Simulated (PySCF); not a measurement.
From computed data to an observable: oscillator strength and radiative lifetime

Si(F)(H)2(nPr) (C3H9FSi), SMILES CCC[SiH2]F.

Geometry optimised at PBE-D3(BJ)/def2-SVP. One conformer was computed; it need not be the lowest.

PySCF with TDDFT-PBE/def2-SVPD puts the first singlet state with f over 0.02 at 7.76 eV (vertical), with the transition dipole (-0.209, 0.358, -0.143) in atomic units.

Question: Find the oscillator strength, the wavelength and the radiative lifetime that this transition would have in vacuum if emission retraced absorption.

Answer: 
|μ|² = 0.1923 au, so |μ| = 1.11 D. ΔE = 7.76/27.211 = 0.2852 hartree. f = (2/3) ΔE |μ|² = 0.037 (the program prints 0.037).
λ = 1239.84/7.76 = 160 nm; ν = 62589 cm⁻¹.
Einstein's coefficient A = 0.6670 ν² f s⁻¹ (ν in cm⁻¹) = 9.6e7 s⁻¹, so τ = 1/A = 10 ns. This state is S5; the lower singlets have f = 0.001, 0.001, 0.002, 0.003. The figure is the radiative limit of this one transition; relaxation, internal conversion, crossing to triplets and a medium change what is measured.
